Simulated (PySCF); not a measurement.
Telling isomers of C$_{4}$H$_{11}$FO$_{2}$Si$_{2}$ apart by NMR

Theoretical values (PySCF 2.14): GFN2-xTB geometry, shieldings: GIAO PBE0/pcSseg-1. No solvent, no relativistic terms, fast rotation and ring inversion assumed for equivalent nuclei, a single conformation.

Shifts are taken against calculated references (same method and geometry level): TMS for 1H, 13C. Splittings of carbon signals by F and P are missing where no couplings were computed. Where no couplings were computed, multiplicities follow the n + 1 count of equivalent neighbours, and m marks all less simple cases (inequivalent or close neighbours, rings, F or P nearby). Shifts are as computed. Against solution values, carbons near 30 ppm lie about +3 ppm off and those near 130 ppm about +5 ppm. Of 1211 compounds with measured shifts, 218 miss one by over three times the rms of a fit or turn the order of signals round; such compounds aren't used in these exercises. OH and NH positions are gas-phase values without hydrogen bonding to other molecules.

(1) Tabulate the signals of `C/C(=C\O[SiH3])O[SiH2]CF`, `O[SiH2]/C(=C\O[SiH3])CCF` and their relative energies.

(2) What is the quickest way to tell C/C(=C\O[SiH3])O[SiH2]CF from O[SiH2]/C(=C\O[SiH3])CCF?

## Answers

(1) 
```tsv
SMILES	carbon types	δC	δH	E rel. (kcal/mol)
C/C(=C\O[SiH3])O[SiH2]CF	1×C 1×CH 1×CH2 1×CH3	145.7, 133.6, 77.0, 13.6	6.45 (s, 1H), 5.20 (m, 2H), 5.05 (m, 2H), 5.02 (s, 3H), 2.13 (s, 3H)	16.6
O[SiH2]/C(=C\O[SiH3])CCF	1×C 1×CH 2×CH2	153.8, 128.2, 90.0, 38.1	6.83 (s, 1H), 5.16 (s, 2H), 5.02 (s, 3H), 4.58 (m, 2H), 2.29 (m, 2H), 1.98 (br s, 1H)	0.0
```

Energies are electronic energies at PBE0/pcSseg-1 on these geometries, without zero-point or thermal terms, each for the one conformer computed, which needn't be the lowest.

(2) Both give the same number of carbon signals, but DEPT or the intensities differ. The first has an allylic methyl carbon (CH3) at 13.6 ppm, the second an allylic sp3 CH2 at 38.1 ppm. Their most deshielded carbons lie at 145.7 and 153.8 ppm.
